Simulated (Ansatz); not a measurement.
Cost and result for the atomization energy of CH₅NOSSi, SMILES `C=N[SiH](O)S` (10 atoms, 9 bonds).

```xyz
10

C     1.608    0.484    1.196
N     1.010    0.518    0.091
Si   -0.576   -0.121   -0.196
O    -1.574    1.060   -0.728
S    -0.209   -1.645   -1.637
H     1.190    0.040    2.114
H     2.611    0.915    1.297
H    -1.248   -0.657    1.013
H    -1.334    1.494   -1.549
H    -1.478   -2.089   -1.600
```

Charge 0, multiplicity 1. The geometry is a stationary point of PBE0-D4/def2-TZVP. It is one conformer, not always the lowest. Program: Ansatz. All runs use 4 threads of an Arm Neoverse V1 on a shared host. Times are those of one run each, without the atoms' runs, and a repeat can differ threefold. Electronic energies, without spin–orbit coupling; frozen cores. CCSD(T)/CBS adds CCSD(T) − MP2 in def2-TZVPP to the MP2 limit, and its time is that of the two runs behind it. T1 = 0.013. B3LYP takes the VWN-RPA correlation (the form of Gaussian; ORCA's B3LYP/G). HSE06 is the plane-wave form, built on full-range PBE exchange.

CCSD(T)/CBS is a level of theory with its own doubt, some kJ/mol a heavy atom from the limit and from the frozen cores, so smaller differences don't rank the functionals.

| level | functions | wall time | atomization (kcal/mol) | difference from CCSD(T)/CBS | per bond |
| --- | --- | --- | --- | --- | --- |
| revPBE-D4/def2-TZVPP | 247 | 3.2 s | 880.5 | -6.6 | -0.7 |
| CAM-B3LYP-D4/def2-TZVPP | 247 | 3.2 s | 887.9 | 0.8 | 0.1 |
| HSE06-D4/def2-TZVPP | 247 | 3.3 s | 882.9 | -4.2 | -0.5 |
| LDA (SPW92)/def2-TZVPP | 247 | 3.4 s | 1018.9 | 131.8 | 14.6 |
| CCSD(T)/def2-SVP | 103 | 4 s | 813.9 | -73.2 | -8.1 |
| r2SCAN-D4/def2-TZVPP (with forces) | 247 | 5.5 s | 885.3 | -1.8 | -0.2 |
| B2PLYP/def2-TZVPP | 247 | 5.5 s | 874.9 | -12.2 | -1.3 |
| PBE-QIDH/def2-TZVPP | 247 | 5.5 s | 873.9 | -13.2 | -1.5 |
| PBE0-D4/def2-TZVPP | 247 | 6 s | 882.2 | -4.9 | -0.5 |
| B3LYP-D4/def2-TZVPP (with forces) | 247 | 6 s | 885.2 | -1.9 | -0.2 |
| MP2/def2-QZVPP | 461 | 20 s | 893.3 | 6.2 | 0.7 |
| CCSD(T)/def2-TZVPP | 247 | 2.1 min | 857.7 | -29.4 | -3.3 |
| CCSD(T)/CBS(def2) | – | 2.4 min | 887.1 | 0.0 | 0.0 |

At CCSD(T), def2-SVP lies −73.2 kcal/mol from the extrapolated value and def2-TZVPP −29.4 kcal/mol: correlation converges slowly with the basis, and small sets miss more of it in the bonded molecule than in its fragments. The D4 term adds +9.1 kcal/mol with B3LYP and +4.8 kcal/mol with PBE0; it sums over pairs of atoms, weighted by their polarisabilities, and B3LYP, whose exchange is more repulsive, gets the larger term. Leaving LDA and LC-ωPBE aside and taking each functional with its dispersion term where it has one, the values, not all of them listed here, spread over 49.7 kcal/mol, from BHLYP-D4 to PBE-D4. LDA lies +120.9 kcal/mol from PBE without D4, its usual overbinding.
